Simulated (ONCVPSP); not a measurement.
## Before and after: ONCV potential for zinc

ONCVPSP 4.0.1 input, shortened (lines: element, Z, core and valence counts, functional; n l f; lmax; l rc ep ncon nbas qcut; lloc lpopt rc5 dvloc0; l nproj debl; icmod fcfact rcfact), PBEsol, fully relativistic:

```
  Zn 30.00    3    4  -116133      upf
    1    0    2.00
    2    0    2.00
    2    1    6.00
    3    0    2.00
    3    1    6.00
    3    2   10.00
    4    0    2.00
    2
    0    1.25    0.00    3    6    8.10
    1    1.00    0.00    4    7   15.60
    2    0.70    0.00    4    7   12.70
    4    5    0.70    3.00
    0    2    2.00
    1    2    3.90
    2    3    2.00
    1    0.30    0.00
```

Open shells are filled in proportion to 2j + 1.

Change: d: qcut 14.4.

Cutoffs: the cutoffs (Ha) at which the residual kinetic energy of the hardest occupied pseudo-wave falls to 1 and 0.1 mHa per electron; they do not see the model core or the augmentation charge, which bear on the density cutoff. Errors are all-electron minus pseudo energies relative to the spin-unpolarised reference configuration.

**Question.** Predict the effect on cutoff, ghosts and configuration errors.

**Answer.** The potential gets softer (354 Ha and 471 Ha → 331 Ha and 386 Ha); the bound ghost in d disappears; the lowest positive-energy flag moves from none to d5/2 at 46.5 eV; of the 4 tests that both files solve, the error grows in 0 and shrinks in 1 by more than 15 % and 0.3 meV (median size 1.0 → 0.5 meV).

```csv
quantity,base,changed
"cutoff, loose",354 Ha,331 Ha
"cutoff, tight",471 Ha,386 Ha
loose cutoff by channel,"s 18 Ha, p 54 Ha, d 354 Ha","s 18 Ha, p 54 Ha, d 331 Ha"
bound ghosts,"d5/2, d3/2",none
GHOST(+) flags under 300 eV,none,"d5/2 at 46.5 eV, d3/2 at 50.0 eV"
"error for 3s2 3p6 3d10 4s1, meV [ΔE 9.90 eV]",+0.8,+0.8
"error for 3s2 3p6 3d10 4s0, meV [ΔE 28.25 eV]",+3.0,+3.2
"error for 3s2 3p6 3d9 4s0, meV [ΔE 68.76 eV]",+1.1,0.0
"error for 3s2 3p6 3d10 4s1 4p1, meV [ΔE 5.13 eV]",+0.2,+0.2
s: phases at 1.27 bohr within 0.05 rad from the reference energy up to (Ha; the scan ends near 5),to the end of the scan,to the end of the scan
p3/2: phases at 1.02 bohr within 0.05 rad from the reference energy up to (Ha; the scan ends near 5),to the end of the scan,to the end of the scan
p1/2: phases at 1.02 bohr within 0.05 rad from the reference energy up to (Ha; the scan ends near 5),to the end of the scan,to the end of the scan
d5/2: phases at 0.71 bohr within 0.05 rad from the reference energy up to (Ha; the scan ends near 5),to the end of the scan,to the end of the scan
d3/2: phases at 0.71 bohr within 0.05 rad from the reference energy up to (Ha; the scan ends near 5),to the end of the scan,to the end of the scan
"rms error of d²Exc/dni dnj with the model core, mHa",6.10,6.11
```

 A true bound ghost makes a file unfit for plane-wave use even where its test errors are small: the radial tests pick states by their node count and pass the ghost by.
